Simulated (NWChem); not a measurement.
## Basis-set convergence for AlClF$_{2}$

```xyz
4

Al     0.0000     0.0000     0.4183
F     -1.4183     0.0000     1.2546
F      1.4183     0.0000     1.2546
Cl     0.0000     0.0000    -1.6483
```
Charge 0, spin multiplicity 1.

Program: NWChem. The geometry was optimised at PBE0/def2-SVP, a minimum by its harmonic frequencies.

Quantity: vertical ionisation energy at the level ΔPBE (Δ: difference of total energies, the cation a doublet at the parent's geometry with its hole in an orbital of symmetry b1 (C2v labels); it is the state that the SCF runs reached, from PBE0 orbitals for Hartree-Fock references, and need not be the lowest).

The Pople sets run with spherical d functions. The structure started from a generated list of species. The stability of the SCF solutions was not checked.

The cost column gives rough processor time relative to 3-21G; each entry includes its own SCF.

```csv
basis,functions,vertical ionisation energy (eV),relative cost
3-21G,44,?,1
pcseg-1,64,12.32,under 3
6-31+G*,80,12.29,3
def2-SVPD,97,?,5
aug-cc-pVDZ,100,12.27,6
6-311++G**,104,12.31,3
def2-TZVPD,169,12.23,10
cc-pVQZ,228,?,40
```

Complete the blanks.


- 3-21G, vertical ionisation energy (eV): 12.01
- def2-SVPD, vertical ionisation energy (eV): 12.35
- cc-pVQZ, vertical ionisation energy (eV): 12.21
